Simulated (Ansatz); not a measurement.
Cl4Se, SMILES Cl[Se+](Cl)(Cl)Cl, charge +1, multiplicity 2.

Coordinates come from a B3LYP-D3(BJ)/def2-SVP optimisation.

Two levels are set side by side: PBE/def2-TZVPD (Ansatz, an electronic-structure program) and PBE0/def2-TZVPD (Ansatz). Energy differences of separate SCF runs at the same geometry; the states with an electron removed or added have multiplicity 1 and 1. Differences are taken from unrounded values.

```
quantity                          PBE0    PBE  PBE minus PBE0
-------------------------------  -----  -----  --------------
vertical ionisation energy (eV)  15.67  15.46           -0.22
vertical electron affinity (eV)   9.38   9.39            0.02
```

Here PBE gives about what the other level gives.
